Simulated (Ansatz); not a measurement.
Consider the silylene formation by 1,1-elimination: `CN[SiH2]N` → `CNN` + `[SiH2]`.

Gas-phase electronic energies from Ansatz, PBE0-D4/def2-TZVP geometries. CBS: MP2 limit from def2 TZ/QZ plus the TZ coupled-cluster correction, frozen cores. This one scheme is used for every species. Each species was taken in one conformer, which may not be the lowest.

| species | CCSD(T)/CBS(def2) energy (Eh) |
| --- | --- |
| `CN[SiH2]N` | -441.39942 |
| `CNN` | -151.01675 |
| `[SiH2]` | -290.19011 |

Q: Work out ΔE.

A: ΔE = (-151.01675) + (-290.19011) − (-441.39942) = 0.19256 Eh = +505.6 kJ/mol.

Largest T1 diagnostic among the species: 0.014.

From r2SCAN to r2SCAN0 (25 % exact exchange), in def2-TZVPP and without D4, ΔE moves by +5.2 kJ/mol. At CCSD(T), def2-SVP lies −50.8 kJ/mol from the extrapolated value and def2-TZVPP −11.3 kJ/mol.
